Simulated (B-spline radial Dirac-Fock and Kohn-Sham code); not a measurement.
Scattering functions of Pb⁵⁰⁺

System: the Pb⁵⁰⁺ ion, configuration [Ar] 3d10 4s2 4p2.

Model: configuration-average Dirac-Fock orbitals. Program: a B-spline atomic structure program. f₀ is the Fourier transform of the spherical electron density, S the Waller-Hartree incoherent function, and s = sin θ/λ. The electron scattering factor follows from the Mott-Bethe formula f_e = 0.023934 Å⁻¹·(Z − f₀)/s².

```tsv
s (Å⁻¹)	f₀	S	f_e (Å)
0	32.000	0.000	–
0.05	31.979	0.022	478.880
0.1	31.917	0.089	119.869
0.15	31.813	0.200	53.385
0.2	31.669	0.352	30.115
0.25	31.486	0.545	19.344
0.3	31.266	0.774	13.492
0.35	31.008	1.038	9.963
0.4	30.717	1.332	7.671
0.45	30.393	1.653	6.100
0.5	30.039	1.998	4.975
0.6	29.250	2.742	3.507
0.7	28.370	3.535	2.620
0.8	27.420	4.354	2.041
0.9	26.420	5.176	1.642
1	25.389	5.988	1.355
1.1	24.346	6.780	1.140
1.2	23.304	7.546	0.976
1.4	21.273	8.999	0.742
1.6	19.366	10.351	0.586
1.8	17.614	11.617	0.476
2	16.021	12.805	0.395
2.5	12.668	15.458	0.266
3	10.069	17.712	0.191
3.5	8.129	19.650	0.144
4	6.769	21.319	0.113
5	5.266	23.934	0.073
6	4.478	25.796	0.052
```

f₀ starts at the number of electrons, 32, and has fallen to half at s ≈ 2.00 Å⁻¹. The sum of ⟨r²⟩ over the electrons is 1.133 bohr². For an ion f_e diverges as s goes to zero, because of the net charge.

Values without a named source are computed, but for edge energies of neutral atoms, which are taken from tables.
